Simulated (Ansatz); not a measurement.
# Nudged elastic band run: AlClH3NO

input.yaml

```yaml
crystal:
  periodic: [false, false, false]
  atoms:
    - { symbol: "N", position_ang: [-0.558457, 1.104737, 0.069077] }
    - { symbol: Al, position_ang: [-0.082783, -0.587138, -0.164467] }
    - { symbol: O, position_ang: [1.466123, -1.234404, 0.164575] }
    - { symbol: Cl, position_ang: [-1.516869, -1.941291, -0.906912] }
    - { symbol: H, position_ang: [0.033551, 1.859692, 0.418834] }
    - { symbol: H, position_ang: [-1.495228, 1.457325, -0.137402] }
    - { symbol: H, position_ang: [2.214863, -0.726921, 0.510495] }
basis:
  gaussian: { orbitals: def2-SVP }
hamiltonian:
  xc: pbe
  dispersion: d4
neb:
  order_check: false
  images: 9
  f_tol: 0.05
  max_iterations: 60
  final_atoms:
    - { symbol: "N", position_ang: [-0.64919943, 1.19857933, 0.06240574] }
    - { symbol: Al, position_ang: [0.00148724, -0.4360109, -0.10434225] }
    - { symbol: O, position_ang: [1.63244602, -0.72232721, 0.3313215] }
    - { symbol: Cl, position_ang: [-1.24651194, -1.98266523, -0.83265638] }
    - { symbol: H, position_ang: [-0.11639541, 1.9995917, 0.40520644] }
    - { symbol: H, position_ang: [-1.60494914, 1.4716075, -0.16951379] }
    - { symbol: H, position_ang: [2.04432267, -1.59677517, 0.26177874] }
  initial_path:
    images:
      - { positions_ang: [[-0.558457, 1.104737, 0.069077], [-0.082783, -0.587138, -0.164467], [1.466123, -1.234404, 0.164575], [-1.516869, -1.941291, -0.906912], [0.033551, 1.859692, 0.418834], [-1.495228, 1.457325, -0.137402], [2.214863, -0.726921, 0.510495]] }
      - { positions_ang: [[-0.5662794, 1.13452407, 0.07084536], [-0.07086565, -0.56499305, -0.19113935], [1.51193592, -1.17029674, 0.13809769], [-1.47884767, -1.94766621, -0.95082943], [-0.05917398, 1.87178538, 0.1786616], [-1.39720389, 1.43677009, 0.10338007], [2.12163467, -0.82812353, 0.60518405]] }
      - { positions_ang: [[-0.57410181, 1.16431113, 0.07261373], [-0.05894829, -0.5428481, -0.2178117], [1.55774884, -1.10618947, 0.11162037], [-1.44082633, -1.95404142, -0.99474685], [-0.15189896, 1.88387875, -0.06151079], [-1.29917979, 1.41621518, 0.34416213], [2.02840634, -0.92932607, 0.69987311]] }
      - { positions_ang: [[-0.58192421, 1.1940982, 0.07438209], [-0.04703094, -0.52070315, -0.24448404], [1.60356176, -1.04208221, 0.08514306], [-1.402805, -1.96041663, -1.03866428], [-0.24462394, 1.89597213, -0.30168319], [-1.20115568, 1.39566027, 0.5849442], [1.93517801, -1.0305286, 0.79456216]] }
      - { positions_ang: [[-0.58974661, 1.22388526, 0.07615045], [-0.03511358, -0.4985582, -0.27115639], [1.64937468, -0.97797495, 0.05866575], [-1.36478366, -1.96679185, -1.08258171], [-0.33734892, 1.90806551, -0.54185558], [-1.10313158, 1.37510535, 0.82572627], [1.84194967, -1.13173114, 0.88925121]] }
      - { positions_ang: [[-0.59756902, 1.25367233, 0.07791881], [-0.02319623, -0.47641324, -0.29782874], [1.6951876, -0.91386768, 0.03218844], [-1.32676233, -1.97316706, -1.12649913], [-0.4300739, 1.92015888, -0.78202798], [-1.00510747, 1.35455044, 1.06650833], [1.74872134, -1.23293367, 0.98394027]] }
      - { positions_ang: [[-0.6078951, 1.24265373, 0.0748162], [-0.01825953, -0.46833278, -0.25913144], [1.68263928, -0.87555959, 0.09201505], [-1.31071225, -1.97506669, -1.06773058], [-0.36733821, 1.93604545, -0.54458109], [-1.1250758, 1.37796185, 0.81930391], [1.80784161, -1.30570197, 0.83950796]] }
      - { positions_ang: [[-0.61822118, 1.23163513, 0.07171358], [-0.01332284, -0.46025231, -0.22043414], [1.67009097, -0.83725149, 0.15184166], [-1.29466217, -1.97696633, -1.00896203], [-0.30460251, 1.95193201, -0.30713421], [-1.24504414, 1.40137326, 0.57209948], [1.86696187, -1.37847027, 0.69507566]] }
      - { positions_ang: [[-0.62854727, 1.22061653, 0.06861097], [-0.00838615, -0.45217184, -0.18173685], [1.65754265, -0.7989434, 0.21166828], [-1.2786121, -1.97886596, -0.95019348], [-0.24186681, 1.96781857, -0.06968733], [-1.36501247, 1.42478468, 0.32489506], [1.92608214, -1.45123857, 0.55064335]] }
      - { positions_ang: [[-0.63887335, 1.20959793, 0.06550835], [-0.00344945, -0.44409137, -0.14303955], [1.64499433, -0.76063531, 0.27149489], [-1.26256202, -1.9807656, -0.89142493], [-0.17913111, 1.98370514, 0.16775956], [-1.4849808, 1.44819609, 0.07769064], [1.9852024, -1.52400687, 0.40621105]] }
      - { positions_ang: [[-0.64919943, 1.19857933, 0.06240574], [0.00148724, -0.4360109, -0.10434225], [1.63244602, -0.72232721, 0.3313215], [-1.24651194, -1.98266523, -0.83265638], [-0.11639541, 1.9995917, 0.40520644], [-1.60494914, 1.4716075, -0.16951379], [2.04432267, -1.59677517, 0.26177874]] }
```

Run as:

```bash
$ ansatz run input.yaml --threads 1 --pin off --max-ram 2048MiB --backend cpu --events-out ev --progress --plain --runs-dir out
```

Output, in part (warnings, iteration lines, the closing report on the highest movable image, with atoms numbered from 0):

```
NEB end point (image 0): max|allowed force component| = 5.211e-3 eV/Å (the criterion of neb.relax_end_points is 1.000e-2)
NEB end point (image 10): max|allowed force component| = 2.160e-3 eV/Å (the criterion of neb.relax_end_points is 1.000e-2)
NEB iter   1: max|band force component| = 1.757e1 eV/Å  barrier→ = 4.3413 eV  barrier← = 4.4135 eV  Δτ_max = 0.2000 Å  (277 SCF iters)
NEB iter   2: max|band force component| = 2.326e0 eV/Å  barrier→ = 0.5922 eV  barrier← = 0.6644 eV  Δτ_max = 0.2000 Å  (290 SCF iters)
NEB iter   3: max|band force component| = 1.251e0 eV/Å  barrier→ = 0.3950 eV  barrier← = 0.4672 eV  Δτ_max = 0.1967 Å  (252 SCF iters)
NEB iter   4: max|band force component| = 5.143e-1 eV/Å  barrier→ = 0.2572 eV  barrier← = 0.3293 eV  Δτ_max = 0.1984 Å  (262 SCF iters)
NEB iter   5: max|band force component| = 5.255e-1 eV/Å  barrier→ = 0.1788 eV  barrier← = 0.2510 eV  Δτ_max = 0.0996 Å  (262 SCF iters)
NEB iter   6: max|band force component| = 4.820e-1 eV/Å  barrier→ = 0.1442 eV  barrier← = 0.2163 eV  CI = image 5  Δτ_max = 0.1000 Å  (241 SCF iters)
NEB iter   7: max|band force component| = 3.702e-1 eV/Å  barrier→ = 0.1084 eV  barrier← = 0.1805 eV  CI = image 5  Δτ_max = 0.0998 Å  (241 SCF iters)
NEB iter   8: max|band force component| = 1.977e-1 eV/Å  barrier→ = 0.0774 eV  barrier← = 0.1495 eV  CI = image 5  Δτ_max = 0.1982 Å  (244 SCF iters)
NEB iter   9: max|band force component| = 3.634e-1 eV/Å  barrier→ = 0.0429 eV  barrier← = 0.1151 eV  CI = image 6  Δτ_max = 0.0993 Å  (243 SCF iters)
NEB iter  10: max|band force component| = 1.949e-1 eV/Å  barrier→ = 0.0415 eV  barrier← = 0.1136 eV  CI = image 6  Δτ_max = 0.0251 Å  (245 SCF iters)
NEB iter  11: max|band force component| = 7.735e-2 eV/Å  barrier→ = 0.0411 eV  barrier← = 0.1133 eV  CI = image 6  Δτ_max = 0.0181 Å  (252 SCF iters)
NEB iter  12: max|band force component| = 4.615e-2 eV/Å  barrier→ = 0.0408 eV  barrier← = 0.1129 eV  CI = image 6  Δτ_max = 0.0000 Å  (490 SCF iters)
Total energy: -22688.21643843 eV, -833.7765754870 hartree
Atom 0 at    -0.597727     1.134584     0.066040 Å, force     0.008447     0.000713     0.004851 eV/Å
Atom 1 at    -0.039457    -0.524253    -0.197979 Å, force     0.010976    -0.010928    -0.006362 eV/Å
Atom 2 at     1.608632    -0.974082    -0.117531 Å, force    -0.017803     0.007854     0.016027 eV/Å
Atom 3 at    -1.488792    -1.968098    -0.725183 Å, force    -0.003001    -0.002292    -0.001613 eV/Å
Atom 4 at     0.013360     1.932263     0.249850 Å, force    -0.011188     0.006014    -0.002486 eV/Å
Atom 5 at    -1.572015     1.434011    -0.003177 Å, force     0.003279     0.003587    -0.000795 eV/Å
Atom 6 at     2.137198    -1.102425     0.682180 Å, force     0.009291    -0.004948    -0.009622 eV/Å
Dipole moment:     0.155436     0.455097     0.361037 e Å
```

The run converged. A vibrational analysis at the climbing image gives one clearly imaginary mode, 256i cm⁻¹: a first-order saddle point.

Final band (atoms are numbered from 1 in the order of the input):

```json
{"image": "0", "path coordinate (Å)": "0.00", "energy (kcal/mol)": "0.0", "height of N1 over the plane of its neighbours (Å)": "0.00"}
{"image": "1", "path coordinate (Å)": "0.12", "energy (kcal/mol)": "0.0", "height of N1 over the plane of its neighbours (Å)": "0.01"}
{"image": "2", "path coordinate (Å)": "0.24", "energy (kcal/mol)": "0.2", "height of N1 over the plane of its neighbours (Å)": "0.02"}
{"image": "3", "path coordinate (Å)": "0.36", "energy (kcal/mol)": "0.4", "height of N1 over the plane of its neighbours (Å)": "0.03"}
{"image": "4", "path coordinate (Å)": "0.48", "energy (kcal/mol)": "0.6", "height of N1 over the plane of its neighbours (Å)": "0.03"}
{"image": "5", "path coordinate (Å)": "0.60", "energy (kcal/mol)": "0.9", "height of N1 over the plane of its neighbours (Å)": "0.03"}
{"image": "6", "path coordinate (Å)": "0.72", "energy (kcal/mol)": "0.9", "height of N1 over the plane of its neighbours (Å)": "0.02"}
{"image": "7", "path coordinate (Å)": "0.96", "energy (kcal/mol)": "0.5", "height of N1 over the plane of its neighbours (Å)": "0.02"}
{"image": "8", "path coordinate (Å)": "1.21", "energy (kcal/mol)": "-0.4", "height of N1 over the plane of its neighbours (Å)": "0.01"}
{"image": "9", "path coordinate (Å)": "1.45", "energy (kcal/mol)": "-1.3", "height of N1 over the plane of its neighbours (Å)": "0.00"}
{"image": "10", "path coordinate (Å)": "1.69", "energy (kcal/mol)": "-1.7", "height of N1 over the plane of its neighbours (Å)": "0.00"}
```

Time of the run: 4 min on 1 thread of Arm Neoverse V1 (shared host), peak memory 0.14 GiB.
